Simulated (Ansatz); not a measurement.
Input and output for BrCdH2N (`[NH2][Cd][Br]`).

```yaml
crystal:
  periodic: [false, false, false]
  atoms:
    - {symbol: N, position_ang: [-0.360493, 1.044068, -0.413834]}
    - {symbol: Cd, position_ang: [0.505122, -0.802692, 0.217410]}
    - {symbol: Br, position_ang: [1.602580, -2.758476, 0.822335]}
    - {symbol: H, position_ang: [-1.164408, 0.836942, -0.967059]}
    - {symbol: H, position_ang: [-0.687124, 1.608178, 0.378896]}
basis:
  gaussian: {orbitals: def2-SVPD, final_grid: {core_spheres: 5, valence_spheres: 4, degree: 11}}
hamiltonian: {xc: {name: r2SCAN50}}
output: {forces: true}
```

```sh
$ ansatz run in.yaml --threads 4 --pin off --events-out ev --progress --plain --max-ram 10444MiB
```

It prints (some lines left out):

```
Functional definition: r2SCAN50
  name "r2SCAN50"
  cite "Bursch, Neugebauer, Ehlert & Grimme, J. Chem. Phys. 156, 134105 (2022) doi:10.1063/5.0086040"
  cite "Furness, Kaplan, Ning, Perdew & Sun, J. Phys. Chem. Lett. 11, 8208 (2020) doi:10.1021/acs.jpclett.0c02405"
  cite "Furness, Kaplan, Ning, Perdew & Sun, J. Phys. Chem. Lett. 11, 9248 (2020) doi:10.1021/acs.jpclett.0c03077"
  parent r2scan
  parameter a = 0.5
  parameter k0 = 0.174
  parameter k1 = 0.065
  parameter a1 = 4.9479
  exchange = (1 - a)*r2scan_x(k0 = k0, k1 = k1, a1 = a1) + a*exact_x
  correlation = r2scan_c
1079 factors; integrals over basis functions are off by at most 1.1e-3 eV
mean field evaluation 1: about -76117.7673 eV, gradient 4.7e1 eV
mean field evaluation 2: about -76112.2286 eV, gradient 6.5e1 eV
mean field evaluation 4: about -76122.6493 eV, gradient 2.7e0 eV
mean field evaluation 8: about -76122.8827 eV, gradient 3.2e-1 eV
mean field evaluation 16: about -76122.8830 eV, gradient 1.2e-4 eV
mean field -76122.88297108 eV, -2797.4643512439 hartree, gradient 3.5e-5 eV, S^2 0.000000; 0 other end points of the search recorded, 0 dependent functions left out
the calculation of the forces begins
reference -76122.88297924 eV, -2797.4643515436 hartree; 32, 32 occupied and 79, 79 virtual orbitals, 1079 factors
Total energy: -76122.88297924 eV, -2797.4643515436 hartree
Atom 0 at    -0.360493     1.044068    -0.413834 Å, force     0.863649    -0.950074     1.334192 eV/Å
Atom 1 at     0.505122    -0.802692     0.217410 Å, force    -1.297700     2.682659    -0.802749 eV/Å
Atom 2 at     1.602580    -2.758476     0.822335 Å, force     0.644755    -1.180879     0.363636 eV/Å
Atom 3 at    -1.164408     0.836942    -0.967059 Å, force    -0.469872    -0.008695    -0.276406 eV/Å
Atom 4 at    -0.687124     1.608178     0.378896 Å, force     0.259169    -0.543012    -0.618673 eV/Å
Dipole moment:    -0.340405     0.153632     0.041952 e Å
```

It took 1.6 s on 4 threads of an Arm Neoverse V2 on a shared host, with 0.34 GiB of host memory at the peak.
